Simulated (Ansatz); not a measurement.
Molecule: CHBrF, charge 0, multiplicity 2. It need not be the lowest isomer of its formula. 
Structure (B3LYP-D3(BJ)/def2-TZVP (Ansatz, an electronic-structure program) minimum search):
```
C
F 1 1.3316
H 1 1.0844 2 114.11
Br 1 1.8803 3 116.39 2 137.97
```
Charge 0, spin multiplicity 2.

Basis-set convergence of Hartree-Fock and CCSD(T) correlation energies (hartree) with Ansatz. Valence correlation only, unless marked. UHF or UKS for open shells. No spin-orbit coupling. The frozen core is the preceding noble-gas configuration, with the filled d and f shells of earlier blocks. No relativistic terms.

| basis | functions | E(HF) | E(corr, CCSD(T)) |
|---|---|---|---|
| def2-SVPD | 92 | -2709.82592 | -0.47412 |
| def2-TZVPPD | 151 | (withheld) | (withheld) |

Problem. Complete the blanks.

Solution. 
- def2-TZVPPD, E(HF): -2710.30410
- def2-TZVPPD, E(corr, CCSD(T)): -0.59749
